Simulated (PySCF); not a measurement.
# MP2, SCS-MP2 and SOS-MP2 from spin components

System: CHF₂, charge -1, singlet, geometry from GFN2-xTB. Level: MP2/aug-cc-pVDZ (PySCF). Sums are taken with unrounded values, so a last digit can differ.

Input for PySCF:
```python
from pyscf import gto, scf, mp

mol = gto.M(
    atom='''
C    -0.122049   -0.004221    0.645091
F    -0.023478    1.132899   -0.272100
F     0.003141   -1.130746   -0.281877
H     0.915325    0.005947    1.115243
''',
    basis='aug-cc-pvdz',
    charge=-1,
    spin=0,
    verbose=4,
)

mf = scf.RHF(mol)
mf.kernel()

pt = mp.MP2(mf)
pt.kernel()
print('E(MP2) = %.10f' % pt.e_tot)
```

It gave an SCF energy of -237.273777 Eh, a same-spin correlation energy of -0.153518 Eh and an opposite-spin one of -0.421442 Eh.

Question: Work out the MP2, SCS-MP2 (6/5 and 1/3) and SOS-MP2 (1.3 and 0) correlation and total energies.

Answer: MP2: -0.421442 + (-0.153518) = -0.574960 Eh, total -237.848738 Eh, as the program printed. SCS-MP2: 1.2 × (-0.421442) + (-0.153518)/3 = -0.556903 Eh, total -237.830681 Eh. SOS-MP2: 1.3 × (-0.421442) = -0.547875 Eh, total -237.821652 Eh. Opposite spins carry 73 % of the MP2 correlation; same-spin pairs are already kept apart by exchange.
